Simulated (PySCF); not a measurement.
Z-matrix (Å, degrees):
```
Al
H 1 1.5801
H 1 1.5801 2 119.99
H 1 1.5801 2 120.00 3 -179.87
```
Charge 0, multiplicity 1.

Problem. Estimate the HOMO, HOMO–LUMO gap, total energy, LUMO and dipole moment that TPSSh-D3(BJ)/def2-TZVP // B3LYP-D3(BJ)/def2-TZVP run with PySCF returns for this input.

Solution. 
```yaml
HOMO: -8.05 eV
HOMO–LUMO gap: 6.04 eV
total_energy: -244.2258 Ha
LUMO: -2.01 eV
dipole_moment: 0.00 D
```
